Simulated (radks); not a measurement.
Species: Mn+. Configuration: [Ar] 3d5.5 4p0.5 (fractional occupations, a model configuration).

All-electron calculation, Dirac Kohn-Sham, PBE, spin-unpolarised, spherical densities, finite nucleus; open shells are shared between the two j in proportion to 2j + 1; Fermi nuclear charge, rms radius 3.7057 fm. Program: a radial shooting solver on a logarithmic mesh with Libxc functionals.

Energy parts (eV):
total: -31509.774
kinetic: 31913.207
electron-nucleus: -75131.761
Hartree: 13120.436
exchange-correlation: -1411.657

Orbitals (lengths in bohr, moments of r in powers of bohr):
1s1/2: occ. 2; eigenvalue (eV) -6434.477; <r> 0.06090; small-component weight 8.07e-03
2s1/2: occ. 2; eigenvalue (eV) -749.4229; <r> 0.2792; small-component weight 1.46e-03
2p1/2: occ. 2; eigenvalue (eV) -642.7060; <r> 0.2451; small-component weight 1.45e-03
2p3/2: occ. 4; eigenvalue (eV) -632.2716; <r> 0.2480; small-component weight 1.43e-03
3s1/2: occ. 2; eigenvalue (eV) -92.0585; <r> 0.8547; small-component weight 3.12e-04
3p1/2: occ. 2; eigenvalue (eV) -61.7241; <r> 0.9035; small-component weight 2.74e-04
3p3/2: occ. 4; eigenvalue (eV) -60.4698; <r> 0.9128; small-component weight 2.69e-04
3d3/2: occ. 2.2; eigenvalue (eV) -13.3949; <r> 1.231; small-component weight 1.61e-04
3d5/2: occ. 3.3; eigenvalue (eV) -13.2810; <r> 1.237; small-component weight 1.59e-04
4p1/2: occ. 0.166667; eigenvalue (eV) -7.0752; <r> 3.647; small-component weight 2.12e-05
4p3/2: occ. 0.333333; eigenvalue (eV) -7.0094; <r> 3.676; small-component weight 2.09e-05

The highest occupied level is 4p3/2 at -7.009 eV. Summed over all electrons, <r^2> = 27.18 bohr^2, which gives a Langevin (diamagnetic) susceptibility term of -21.5 x 10^-6 cm^3/mol. The electron density at the nucleus is 1.316e+04 e/bohr^3. The density falls to 0.001 e/bohr^3 at r = 3.90 bohr.
